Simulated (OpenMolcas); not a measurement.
Re4+ among 6 point charges of -1.7 e arranged as a tetragonal octahedron (D4h). The axial distance is 0.93 times the equatorial one, R.

- Program: OpenMolcas
- Method: CASSCF
- Basis: ANO-RCC-VDZP [7s6p4d2f1g]
- Scalar Hamiltonian: DKH2, point nucleus
- Active space: 3 electrons in 5 orbitals (5d)
- State averaging: 2S+1 = 4 even, 10 roots; 2S+1 = 2 even, 40 roots
- Spin-orbit coupling: state interaction with AMFI integrals over the reference wave functions

All point charges move together. At R = 1.88 Å the first state of the same spin is 15679 cm-1, and at R = 2.01 Å it is 11524 cm-1.

Task: A third run gives 6949 cm-1. What distance was it run at?

Result: With a power law R^-n the two known points give n = -ln(11524 / 15679) / ln(2.01 / 1.88) = 4.60. Then R = 1.88 × (15679 / 6949)^(1/4.60) = 2.244 Å. The run was at 2.24 Å, so the estimate is off by +0.004 Å.

Without dynamic correlation the repulsion within the d shell is too large (B by tens of per cent), so at a given field states of lower spin stand too high. Spin-orbit coupling mixes the spin-free states strongly: the lowest level takes only 54 % from its leading state, 4B1 (holds for R = 2.24). Point charges carry no covalency, so the field is a model and not that of real ligands. No measured value stands beside these numbers.
